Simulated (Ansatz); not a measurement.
Ansatz (a program for electronic structure) input (CCSD(T)/aug-cc-pV(D+d)Z):
A basis named .json is the Basis Set Exchange file of that set.

Ansatz 0.2 input:
```yaml
crystal:
  periodic: [false, false, false]
  atoms:
    - {symbol: O, position_ang: [1.45095573, -0.26773759, 0.00950262]}
    - {symbol: Si, position_ang: [0.00068057, 0.30200535, 0.00469886]}
    - {symbol: O, position_ang: [-1.45214674, -0.26077178, -0.01772562]}
basis:
  gaussian:
    orbitals: aug-cc-pV_D+d_Z.json
total_charge: -1
magnetization: {spin_polarized: true, initial_magnetization: 1}
correlation: {method: ccsd_t, electrons: outside_noble_gas}
output: {forces: true}
```

End of the output:

```
mean field evaluation 64: about -11935.8229 eV, gradient 5.7e-2 eV
mean field -11938.55369361 eV, -438.7337559978 hartree, gradient 6.0e-6 eV, S^2 0.762584; 1 other end points of the search recorded, 0 dependent functions left out
determinant -11938.55369361 eV, -438.7337559978 hartree, with singles and doubles -11952.16498079 eV, -439.2339615758 hartree
determinant -11936.05927417 eV, -438.6420877741 hartree, with singles and doubles -11949.09848355 eV, -439.1212698806 hartree
7 core orbitals not correlated
reference -11938.55369361 eV, -438.7337559978 hartree; 9, 8 occupied and 62, 63 virtual orbitals, 786 factors
densities: 0.56 GiB planned
second order -13.73060492 eV of doubles, -0.00000000 eV of singles
coupled cluster: 0.42 GiB planned
cycle   1  -13.59849579 eV  change   -2.7e-1 eV  update   2.4e-2
cycle   2  -13.61999345 eV  change   -2.1e-2 eV  update   7.3e-3
cycle   3  -13.62048339 eV  change   -4.9e-4 eV  update   5.3e-3
cycle   4  -13.62251156 eV  change   -2.0e-3 eV  update   2.1e-3
cycle   5  -13.62317894 eV  change   -6.7e-4 eV  update   1.1e-3
cycle   6  -13.62366319 eV  change   -4.8e-4 eV  update   4.9e-4
cycle   7  -13.62380574 eV  change   -1.4e-4 eV  update   2.3e-4
cycle   8  -13.62385078 eV  change   -4.5e-5 eV  update   1.0e-4
cycle   9  -13.62385852 eV  change   -7.7e-6 eV  update   4.3e-5
cycle  10  -13.62384833 eV  change    1.0e-5 eV  update   2.0e-5
cycle  11  -13.62384819 eV  change    1.4e-7 eV  update   9.6e-6
cycle  12  -13.62384741 eV  change    7.7e-7 eV  update   4.4e-6
cycle  13  -13.62384770 eV  change   -2.9e-7 eV  update   1.7e-6
cycle  14  -13.62384796 eV  change   -2.6e-7 eV  update   7.3e-7
perturbative correction -0.58898215 eV, -0.0216446948 hartree
the calculation of the forces begins
Total energy: -11952.76652372 eV, -439.2560678706 hartree
Atom 0 at     1.450956    -0.267738     0.009503 Å, force     1.167072    -0.348678     0.005572 eV/Å
Atom 1 at     0.000681     0.302005     0.004699 Å, force     0.001558     0.691752     0.010763 eV/Å
Atom 2 at    -1.452147    -0.260772    -0.017726 Å, force    -1.168630    -0.343073    -0.016335 eV/Å
Dipole moment:     0.000421     0.186662     0.002904 e Å
```
